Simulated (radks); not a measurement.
Values are calculated unless marked as measured or tabulated.
The nuclear charge of neutral gold is varied continuously with 79 electrons held in [Xe] 4f14 5d10 6s1. Level of theory: Dirac Kohn-Sham, PBE, spin-unpolarised, spherical densities, point nucleus (a radial shooting solver on a logarithmic mesh with Libxc functionals). By the Hellmann-Feynman theorem dE/dZ = E(electron-nucleus)/Z, the electronic potential at the nucleus.

| Z | E (hartree) | E(electron-nucleus)/Z (hartree) | HOMO | e(HOMO) (eV) | <r> HOMO (bohr) |
|---|---|---|---|---|---|
| 78.8 | -18926.8531 | -604.979 | 6s1/2 | -4.240 | 2.964 |
| 78.9 | -18987.4128 | -606.217 | 6s1/2 | -4.998 | 2.914 |
| 79 | -19048.0965 | -607.456 | 6s1/2 | -5.780 | 2.867 |
| 79.1 | -19108.9041 | -608.696 | 6s1/2 | -6.585 | 2.823 |
| 79.2 | -19169.8357 | -609.936 | 6s1/2 | -7.411 | 2.781 |
| 79.3 | -19230.8913 | -611.177 | 6s1/2 | -8.258 | 2.742 |
| 79.4 | -19292.0711 | -612.419 | 6s1/2 | -9.125 | 2.704 |
| 79.5 | -19353.3751 | -613.661 | 6s1/2 | -10.012 | 2.669 |
| 79.6 | -19414.8033 | -614.904 | 6s1/2 | -10.917 | 2.635 |
| 79.7 | -19476.3560 | -616.149 | 6s1/2 | -11.841 | 2.602 |
| 79.8 | -19538.0331 | -617.394 | 6s1/2 | -12.783 | 2.571 |
| 79.9 | -19599.8347 | -618.640 | 6s1/2 | -13.743 | 2.541 |
| 80 | -19661.7610 | -619.886 | 6s1/2 | -14.719 | 2.512 |

The central difference of E at Z = 79 is -607.456 hartree, to compare with the third column; the second derivative is -12.4 hartree.
